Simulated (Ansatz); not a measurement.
## C5H9BO2: where a starting geometry ends

The starting geometry of this gas-phase singlet was optimised with GFN2-xTB.

```xyz
17

C     1.8596   -1.0926    0.6268
C     1.5152   -0.4772    1.9703
C     1.3433    1.0200    1.6583
C     1.7432    1.8637    2.8350
C     2.2769    1.2167    0.4554
B     1.0627   -0.7698   -0.6704
O     1.0187    2.5999    3.4383
O     2.3770   -0.0222   -0.2214
H     0.0832   -0.1233   -0.6076
H     1.2750   -1.4175   -1.6270
H     2.5878   -1.8978    0.6830
H     0.6041   -0.9051    2.3850
H     2.3241   -0.6230    2.6933
H     0.3093    1.2412    1.3894
H     2.8062    1.7329    3.1279
H     1.9116    1.9771   -0.2380
H     3.2867    1.4927    0.7901
```

Problem. Predict what it relaxes into with B3LYP/def2-SVP.

Solution. It keeps its bonds.

The energy falls by 0.15 eV over 9 steps:

```csv
step,E − E(last) (eV)
1,0.145
2,0.042
3,0.018
4,0.004
5,0.001
6,0.001
7,0.001
8,0.000
9,0.000
```

Final geometry (Å):

```xyz
17

C     1.8483   -1.1235    0.6208
C     1.5369   -0.4872    1.9635
C     1.3598    1.0217    1.6594
C     1.7195    1.8827    2.8539
C     2.3059    1.2464    0.4669
B     1.0184   -0.8235   -0.6731
O     0.9634    2.6276    3.4185
O     2.4195   -0.0079   -0.2332
H     0.0541   -0.0987   -0.6054
H     1.2257   -1.4652   -1.6715
H     2.5734   -1.9449    0.6477
H     0.6257   -0.9072    2.4153
H     2.3647   -0.6409    2.6792
H     0.3212    1.2469    1.3851
H     2.7839    1.7642    3.2018
H     1.9415    2.0049   -0.2394
H     3.3226    1.5206    0.7987
```

The end wasn't checked by frequencies. Run with Ansatz 0.2.0, 35 s on 2 threads of Intel(R) Xeon(R) 6975P-C (Granite Rapids) (shared host).
